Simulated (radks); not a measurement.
Coherent X-ray form factor from a spherical all-electron density. Method: scalar-relativistic Kohn-Sham, LDA (Slater exchange, Perdew-Wang correlation), spin-polarised, spherical densities, finite nucleus; Fermi nuclear charge, rms radius of each element as measured or else 0.836 A^(1/3) + 0.57 fm; computed with a radial shooting solver on a logarithmic mesh with Libxc functionals.

| sin(theta)/lambda (1/angstrom) | f0 (electrons) |
|---|---|
| 0.05 | 75.383 |
| 0.1 | 73.616 |
| 0.15 | 70.927 |
| 0.2 | 67.621 |
| 0.25 | 64.004 |
| 0.3 | 60.332 |
| 0.4 | 53.464 |
| 0.5 | 47.630 |
| 0.6 | 42.781 |
| 0.8 | 35.098 |
| 1 | 29.059 |
| 1.25 | 23.261 |
| 1.5 | 19.255 |
| 2 | 14.877 |

The species is in the configuration that NIST lists as its ground one. Which atom or ion scatters so?

Answer. The mercury ion Hg4+, [Xe] 4f14 5d8. Extrapolating in s^2 from the first two rows gives f0(0) = 76.0, near the electron count 76; among species with that count, the fall with angle is slower the higher Z, and the table is that of Z = 80; from so few rows the species is fixed only to a neighbour or two.
